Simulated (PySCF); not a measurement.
CH2NO, SMILES N[C]=O, multiplicity 2. Atoms are numbered in the order given.

```xyz
5

N     -0.0940    -1.0813     0.0000
C      0.4086     0.1600     0.0000
O     -0.1528     1.2161     0.0000
H     -1.0957    -1.2461     0.0000
H      0.5245    -1.8731     0.0000
```
Charge 0, spin multiplicity 2.

Geometry: TPSSh-D3(BJ)/def2-TZVP. The isomer is the one that the SMILES or the coordinates give; other isomers of the formula were not compared. The values are those of a single conformer.

Level of theory: PBE/def2-TZVPD (PySCF).

Gas-phase values at a fixed geometry.

| Item | Result |
|---|---|
| total energy | -169.12825 hartree |
| point group | Cs |
| α spin, highest occupied and lowest empty level | -4.73 and -0.70 eV |
| β spin, highest occupied and lowest empty level | -7.28 and -3.10 eV |
| dipole moment | 0.741 e·Å |
| quadrupole, principal values (traceless, Buckingham form, about the centre of nuclear charge) | -2.00, 0.28, 1.72 D·Å |
| mean static polarisability | 29.4 bohr³ (4.36 Å³) |
| polarisability, principal values | 21.1, 29.6, 37.6 bohr³ |
| ⟨S²⟩ | 0.752 (pure state 0.75) |
